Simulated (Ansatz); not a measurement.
Ideal-gas functions of `[F][SnH][GeH3]` radical at 298.15 K and 1 bar, from an Ansatz frequency run at PBE0-D4/def2-TZVP.

Molar mass 214.35 g/mol, point group C1 (symmetry number 1), electronic degeneracy 2, moments of inertia 63.681, 380.167, 433.17 u Å². Harmonic wavenumbers (cm⁻¹, unscaled): 56, 93, 201, 336, 417, 501, 549, 590, 760, 868, 875, 1819, 2138, 2157, 2172.

Use S(trans) = R[1.5 ln M + 2.5 ln T − 1.1517]; rotational temperatures θ = 24.2544 K / I; S(rot) = R[ln(√π/σ · √(T³/θAθBθC)) + 1.5]; for each mode x = 1.438777 ν̃/T, S = R[x/(eˣ − 1) − ln(1 − e⁻ˣ)] and H = RT x/(eˣ − 1); 1 cm⁻¹ = 0.0119627 kJ/mol; R = 8.31446 J/(mol·K).

Q: By hand: the entropy, in J/(mol·K).

A: Translation 175.8. Rotation: θ = 0.3809, 0.0638, 0.056 K, giving 115.7. Vibration, mode by mode: 19.22, 15.05, 8.89, 5.15, 3.77, 2.74, 2.29, 1.95, 1.01, 0.66, 0.65, 0.01, 0.00, 0.00, 0.00, in all 61.4. Electronic 5.8. Sum 358.7 J/(mol·K).

Q: By hand: H − E and G − E in kJ/mol, counted from the electronic energy.

A: Zero-point energy ½ × 13532 × 0.0119627 = 80.9; thermal vibration 9.4; translation, rotation and pV give 4 RT = 9.9. H − E = 100.2 kJ/mol, and G − E = 100.2 − 298.15 × 358.7/1000 = -6.7 kJ/mol.

Vibration gives 17 % of the entropy, 34.3 J/(mol·K) of it from the modes under 150 cm⁻¹: soft modes count most, and the harmonic formula is weakest for them. The sum counts one conformer and one mirror image; others add a mixing term.
